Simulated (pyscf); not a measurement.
Structures and frequencies: ωB97X-D3(BJ)/def2-SVP in PySCF.

**Question.** Estimate by transition-state theory (the high-pressure limit) the rate constant of H₃Si–Se–Sb(Cl)–Cl → H₃Si–Cl + Cl–Sb=Se (singlet surface; Cl–Sb, Se–Si broken, Cl–Si formed) at 1200 K, with ωB97M-D3(BJ)/def2-TZVP energies (ideal gas, 1 atm, RRHO with modes under 100 cm⁻¹ raised to 100, one conformer, R ln 2 for chiral ones without a mode under 150 cm⁻¹; no tunnelling).

**Answer.** The electronic barrier is 33.0 kcal/mol and the thermal terms add +4.9, so ΔG‡ = 37.9 kcal/mol. With k_BT/h = 2.50e+13 s⁻¹ and RT = 2.385 kcal/mol, k = 3.1e+06 s⁻¹, a half-life of 2.2e-07 s through this channel alone. Wigner's tunnelling factor for 254i cm⁻¹ would be 1.00. A shift of 1 kcal/mol in the barrier changes k by a factor 1.5. On the product side the descent ends in a complex, 7.6 kcal/mol under the separated species and 10.4 kcal/mol under the saddle at ωB97X-D3(BJ)/def2-TZVP. One saddle was located; it need not be the lowest between these sides. Elements up to Kr have no core potential and no relativistic terms here. Elements past Kr carry the def2 core potentials, without spin-orbit coupling.
